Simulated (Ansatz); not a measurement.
Molecule: GeI (charge +1, singlet). 
Structure (B3LYP-D3(BJ)/def2-TZVP (Ansatz, an electronic-structure program) minimum search):
```
Ge
I 1 2.4207
```
Charge +1, spin multiplicity 1.

### Question
Give the harmonic wavenumbers at B3LYP-D3(BJ)/def2-TZVP (Ansatz, finite differences of forces, unscaled).

### Answer
296 cm⁻¹. Zero-point energy 0.4 kcal/mol.

### Question
From these and the geometry, give the ideal-gas thermochemistry at 298.15 K and 1 atm (rigid rotor, harmonic oscillator).

### Answer
Point group C∞v, rotational symmetry number 1. Rotational constants 1.867, 1.867 GHz. S(trans) 41.78, S(rot) 18.10, S(vib) 1.44, S(elec, spin only) 0.00, S 61.3 cal/(mol K). H(298) - H(0) 2.34 kcal/mol; G - E(el) -15.5 kcal/mol.
